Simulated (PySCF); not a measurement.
**Shapes and spin states of Pt₂O**

Level of theory: PBE0 in PySCF with O def2-TZVP, Pt def2-TZVP with ECP60; scalar-relativistic core potentials, no spin–orbit coupling; density-fitted integrals.

Relaxations began from a few typed shapes and spin states; open shells are unrestricted. The search is not exhaustive: other isomers or separated fragments can lie lower, and high-lying points may rest on an excited occupation.

**Question.** Which is the lowest minimum found?
A. singlet C2v: O–Pt 1.804 Å (×2); Pt–O–Pt 119.1°
B. singlet (closed shell, unstable to spin polarisation) C2v: O–Pt 1.879 Å (×2), Pt–Pt 2.473 Å; O–Pt–Pt 48.9° (×2), Pt–O–Pt 82.3°
C. singlet D∞h: O–Pt 1.805 Å (×2); Pt–O–Pt 180.0°
D. triplet C2v: O–Pt 1.855 Å (×2), Pt–Pt 2.621 Å; O–Pt–Pt 45.0° (×2), Pt–O–Pt 89.9°

**Answer.** D. The others lie at 2.6 (singlet C2v), 117.6 (singlet C2v), 163.1 (singlet D∞h, a saddle point) kJ/mol above it.

For the lowest minimum: open d and f shells are described by one determinant, and the ground state may have another occupation or spin. No spin–orbit coupling is included, which matters more the heavier the element.

The electron or spin density has lower symmetry than the nuclear frame for the singlet D∞h at 163.1 kJ/mol.
